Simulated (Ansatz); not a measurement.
Z-matrix (Å, degrees):
```
C
Zr 1 2.240
H 1 1.096 2 111.4
H 1 1.096 2 111.5 3 120.2
H 1 1.097 2 111.0 3 -119.9
N 2 2.037 1 105.6 3 -59.9
O 2 1.927 1 105.2 3 56.3
O 2 1.926 1 105.1 3 -176.1
H 6 1.011 2 125.7 1 92.2
H 6 1.011 2 125.7 1 -91.8
H 7 0.952 2 165.6 1 113.1
H 8 0.952 2 165.9 1 -112.8
```

Total charge 0; spin multiplicity 1. Zr takes the def2 core potential.

Question: List the r2SCAN/def2-TZVPP orbital energies in eV (Ansatz 0.2.0). (An estimate is asked.)

Answer: Computed: Occupied: -515.37, -515.37, -384.24, -271.46, -55.88, -33.21, -32.83, -32.51, -25.07, -24.77, -20.97, -16.57, -12.66, -12.13, -11.68, -9.23, -9.21, -9.04, -8.10, -8.04, -7.91, -7.79, -6.18, -5.80. Lowest empty: -0.43, -0.32, -0.12, 0.26, 0.62, 0.76, 0.83, 0.87.
